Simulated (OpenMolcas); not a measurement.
Ar³⁺: effect of the level shift or regulariser

```
Program             : OpenMolcas
Basis               : ANO-L-VTZP [5s4p2d1f]
Scalar Hamiltonian  : non-relativistic, point nucleus
Active space        : 3 electrons in 3 orbitals (3p)
State averaging     : 2S+1 = 4 odd, 1 root; 2S+1 = 2 odd, 8 roots
Spin-orbit coupling : state interaction with AMFI integrals over the reference wave functions, term energies averaged over their components
```

Methods on the same reference wave functions:
A. CASSCF
B. SS-CASPT2, IPEA 0.25 Eh, imaginary shift 0.1 Eh (closed shells correlated: 2s 2p 3s)
C. SS-CASPT2, IPEA 0.25 Eh, imaginary shift 0.3 Eh (closed shells correlated: 2s 2p 3s)

Energies in cm⁻¹ above 3s² 3p³ ⁴S°_3/2, the measured ground level; measured values from Saloman, J. Phys. Chem. Ref. Data 39, 033101 (2010).

```json
{"Level": "3s² 3p³ ⁴S°_3/2", "A": "0.0", "B": "0.0", "C": "0.0", "Measured": "0.0"}
{"Level": "3s² 3p³ ²D°_3/2", "A": "26215", "B": "22320", "C": "22320", "Measured": "21091"}
{"Level": "3s² 3p³ ²D°_5/2", "A": "26300", "B": "22410", "C": "22420", "Measured": "21220"}
{"Level": "3s² 3p³ ²P°_1/2", "A": "43676", "B": "37470", "C": "37480", "Measured": "34855"}
{"Level": "3s² 3p³ ²P°_3/2", "A": "43789", "B": "37600", "C": "37610", "Measured": "35032"}
```

Deviations, from unrounded energies. A percentage is the sum of absolute deviations over the sum of measured energies, with the sign that they share, or ± where signs differ.

| Against measurement | Levels | A | B | C |
| --- | --- | --- | --- | --- |
| mean absolute deviation (cm-1) | 4 | 6900 | 1900 | 1900 |
| other terms of the ground configuration (%) | 4 | +24.8 | +6.8 | +6.8 |

B, C lie about equally close to measurement and A furthest from it. The largest miss of B in the table is 3s² 3p³ ²P°_1/2, by +2600 cm-1. The ranking rests on the paired levels alone, and a cruder setting can come out closer through cancelling errors.

Between B and C no level of the table moves by more than 5 cm-1.

The two smallest mean deviations differ by little beside CASPT2's spread within terms, so their order carries little weight.

From A to B the spin-free energies of the other terms of 3s² 3p³ shown, above ⁴S°, scale by factors of 0.85 to 0.86.

The lowest spin-free term lies below A's lowest term by 0.137 hartree in B, 0.137 hartree in C.

CASPT2 breaks the degeneracy within a term, and the mean is taken; among the terms shown or strongly mixed into the levels shown the widest spread is 400 cm-1 (3s² 3p³ ²D°, B). With the s shell closed, the reference lacks s² → p² mixing. Computed and measured levels are paired by configuration, term and J; levels that our copy of the source lacks, or whose pairing is in doubt (as where it misses far off the trend of its configuration), stay unpaired and out of the deviations. Levels of configurations outside the active space are missing.

° marks odd parity.
